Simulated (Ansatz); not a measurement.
Calculated with Ansatz (gas phase, PBE0-D4/def2-TZVP geometries, no zero-point term in ΔE). CCSD(T)/CBS adds triple-zeta CCSD(T) − MP2 to the extrapolated MP2 energy (def2 sets, frozen cores). This one scheme is used for every species. Functionals use def2-TZVPP. HSE06 is defined as in plane-wave codes. For Se outer-core shells are correlated without core-valence functions, which leaves a few kJ/mol of doubt a bond. Scalar relativity is left out up to krypton. One conformer a species, not always the lowest.

Consider the formal loss of a carbene: `FCC=C=[Se]` → `C=C=[Se]` + `[CH]F`.

```csv
level,ΔE (kJ/mol),difference from CCSD(T)/CBS
PBE-D4,380.1,15.5
revPBE-D4,369.1,4.5
r2SCAN-D4,384.2,19.6
PBE0-D4,389.1,24.5
HSE06-D4,388.9,24.3
CAM-B3LYP-D4,372.1,7.5
B2PLYP,363.4,-1.2
r2SCAN,382.4,17.8
BHLYP,362.1,-2.5
LC-ωPBE,383.8,19.2
RPA@PBE/def2-TZVPP,333.5,-31.1
HF/def2-SVP,337.5,-27.1
MP2/def2-SVP,394.2,29.6
HF/def2-TZVPP,320.7,-43.9
MP2/def2-TZVPP,388.3,23.7
HF/CBS(def2),320.0,-44.6
CCSD(T)/CBS,364.6,0
```

Largest T1 diagnostic among the species: 0.018.

In def2-TZVPP, CCSD(T) changes the Hartree–Fock value by +38.7 kJ/mol (the triples alone add +2.6 kJ/mol) and MP2 by +67.6 kJ/mol. The D4 term adds +10.1 kJ/mol with B3LYP and +5.5 kJ/mol with PBE0; it sums over pairs of atoms, weighted by their polarisabilities, and B3LYP, whose exchange is more repulsive, gets the larger term.

B3LYP here is the variant with VWN-RPA as its local correlation; programs differ in this.
